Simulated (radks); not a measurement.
Problem. These are the eigenvalues of the occupied orbitals of an atom or ion with whole-number occupations (eV). All-electron calculation, non-relativistic Kohn-Sham, PBE, spin-polarised, spherical densities, point nucleus. Program: a radial shooting solver on a logarithmic mesh with Libxc functionals.

1s up: -451.8436

Which element is it, and in what charge state? The configuration may be excited. Open shells, if any, are filled with parallel spins first.

Solution. Z = 6, carbon, charge +5: C5+ in 1s1. The 1s level, -16.605 hartree, gives Z - s = 5.8 by -(Z - s)^2/2, which with screening narrows Z to a few neighbours, and with so few levels the electron count can be read from the list.
